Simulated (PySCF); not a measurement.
## Excitation energy of Ne⁺ by level of theory

Ne⁺ [He] 2s2 2p5 (2P) → Ne⁺ [He] 2s1 2p5 3s1 (4P), as a difference of total energies. All numbers are calculated (PySCF 2.14, the non-relativistic Hamiltonian (point nucleus), in dyall-acv3z (15s9p4d2f, 76 functions)). Correlated levels: valence: 1s2 frozen; valence and next inner shell: nothing frozen; virtual orbitals above 40 to 60 times the deepest correlated orbital energy dropped. The calculations carry no spin-orbit coupling.

```csv
method,excitation energy (eV)
UHF,52.386
LDA,50.042
PBE,50.078
PBE0,50.964
r2SCAN,51.372
MN15,49.990
wB97X,51.346
r2SCAN0,51.794
B97-3,51.512
MP2 (valence),52.257
SCS-MP2 (valence),52.144
MP2 (valence and next inner shell),52.223
SCS-MP2 (valence and next inner shell),52.129
```

Question: How much does correlation contribute at MP2 (valence and next inner shell)?

Answer: 52.223 − (52.386) = -0.163 eV, measured against UHF.

The upper state lies above the first ionisation limit, where it may autoionise and the basis confines it. A Rydberg-like electron needs more diffuse functions than a valence basis has.

The promoted electron is Rydberg-like, and one or two diffuse shells describe it only roughly, which tends to raise the upper state.
